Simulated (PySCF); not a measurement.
In(OH)3.
Bonds: In1–O2, In1–O4, In1–O6. Hydrogens: H3 on O2; H5 on O4; H7 on O6.

Method: PBE0-D3(BJ)/def2-SVP geometry optimisation, gas phase, def2 core potentials past Kr (PySCF).

**Question.** List the bond lengths, angles and torsions at this level.

**Answer.** 
| bond | length (bohr) |
| --- | --- |
| In1–O2, In1–O4, In1–O6 | 3.759 |
| O2–H3, O4–H5, O6–H7 | 1.823 |

Bonds in one row agree within 0.02 bohr and their mean is given. A selection of angles:
| angle | degrees |
| --- | --- |
| O2–In1–O4 | 120.0 |
| O4–In1–O6 | 120.8 |
| In1–O2–H3 | 111.0 |

Dihedral angles: H3–O2–In1–O4 179° (antiperiplanar); H5–O4–In1–O2 -2° (synperiplanar); H7–O6–In1–O2 180° (antiperiplanar).

The 4 heavy atoms lie in one plane (0.001 Å rms). O2 (oxygen bonded to In and H) is bent (angle 111.0°). All 3 In–O bonds measure 1.989 to 1.990 Å. In1 (indium bonded to 3 O) is planar (angles 120.8°, 120.0° and 119.1°, sum 360.0°, 0.00 Å off the plane of its three neighbours).

Point group: C3h (tolerance 0.08 Å). PBE0-D3(BJ)/def2-SVP frequencies: not computed here. One conformer, not necessarily the lowest (O4–In1–O2–H 179°, O2–In1–O4–H -2°, O2–In1–O6–H 180°).

Time: 29 s; peak memory 0.33 GiB. Hardware: one thread of an Arm Neoverse V2 (shared host). These figures are those of the optimisation.
